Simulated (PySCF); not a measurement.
**Ionisation energy of Te⁵¹⁺ by level of theory**

Te⁵¹⁺ 1s1 [1s1/2^1, M_J = 1/2] → Te⁵²⁺ (bare nucleus), as a difference of total energies. Computed with PySCF 2.14 in an even-tempered Gaussian basis (15 s from 120 bohr⁻², ratio 2.4; 10 p from 160 bohr⁻², ratio 2.4; 3 d from 490 bohr⁻², ratio 2.6; 3 f from 730 bohr⁻², ratio 2.6), with the two-component X2C-1e Hamiltonian. "Screened" scales the spin-orbit matrix elements by Boettger's factors to mimic the two-electron term; Breit and QED terms are absent.

```
                   method  ionisation energy (eV)  difference from reference (eV)
GHF (screened spin-orbit)                 38216.4                           +38.7
    GHF (bare spin-orbit)                 38216.4                           +38.7
```

Reference: 38177.7 eV (theoretical estimate listed by NIST; NIST Atomic Spectra Database, ionization energies).

For one electron Hartree-Fock is exact for this Hamiltonian up to the basis; QED and nuclear recoil make up the gap, and the density functionals add self-interaction.
